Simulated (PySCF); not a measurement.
## Two-component Hartree-Fock for Ga¹⁴⁺ (gallium, charge +14)

Start: [Ne] 3s2 3p5; 3p1/2 filled at m_j = +1/2; 3p3/2 filled at m_j = -3/2, -1/2, +1/2, +3/2. Calculated with PySCF 2.14 in an even-tempered Gaussian basis (19 s from 1.2 bohr⁻², ratio 2.4; 14 p from 1.5 bohr⁻², ratio 2.4; 5 d from 8.1 bohr⁻², ratio 2.6; 4 f from 12 bohr⁻², ratio 2.6): generalised Hartree-Fock with the X2C-1e Hamiltonian and a Gaussian nucleus; one run each with spin-orbit coupling (SO) screened by Boettger's factors, then bare. This is a chosen level, not necessarily the ground level.

```json
{"spinor shell": "1s1/2", "electrons": "2", "ε, screened SO (eV)": "-10913.5", "ε, bare SO (eV)": "-10913.5", "weight of nominal j (bare SO)": "1.000", "rms radius, bare SO (bohr)": "0.0560"}
{"spinor shell": "2s1/2", "electrons": "2", "ε, screened SO (eV)": "-1813.1", "ε, bare SO (eV)": "-1813.1", "weight of nominal j (bare SO)": "1.000", "rms radius, bare SO (bohr)": "0.234"}
{"spinor shell": "2p1/2", "electrons": "2", "ε, screened SO (eV)": "-1653.0", "ε, bare SO (eV)": "-1654.4", "weight of nominal j (bare SO)": "1.000", "rms radius, bare SO (bohr)": "0.207"}
{"spinor shell": "2p3/2", "electrons": "4", "ε, screened SO (eV)": "-1626.7", "ε, bare SO (eV)": "-1626.1", "weight of nominal j (bare SO)": "1.000", "rms radius, bare SO (bohr)": "0.210"}
{"spinor shell": "3s1/2", "electrons": "2", "ε, screened SO (eV)": "-570.70", "ε, bare SO (eV)": "-570.70", "weight of nominal j (bare SO)": "1.000", "rms radius, bare SO (bohr)": "0.610"}
{"spinor shell": "3p1/2", "electrons": "1", "ε, screened SO (eV)": "-517.84", "ε, bare SO (eV)": "-518.12", "weight of nominal j (bare SO)": "1.000", "rms radius, bare SO (bohr)": "0.606"}
{"spinor shell": "3p3/2", "electrons": "4", "ε, screened SO (eV)": "-509.76", "ε, bare SO (eV)": "-509.65", "weight of nominal j (bare SO)": "1.000", "rms radius, bare SO (bohr)": "0.614"}
```

```tsv
quantity	screened SO	bare SO
E (hartree)	-1850.36620	-1850.36677
M_J	1/2	1/2
⟨J²⟩	0.754	0.754
⟨L²⟩	2.007	2.007
⟨S²⟩	0.753	0.753
```

Each row is a mean over spinors that exchange with the open shell spreads, by up to 5.435 eV (2p1/2).
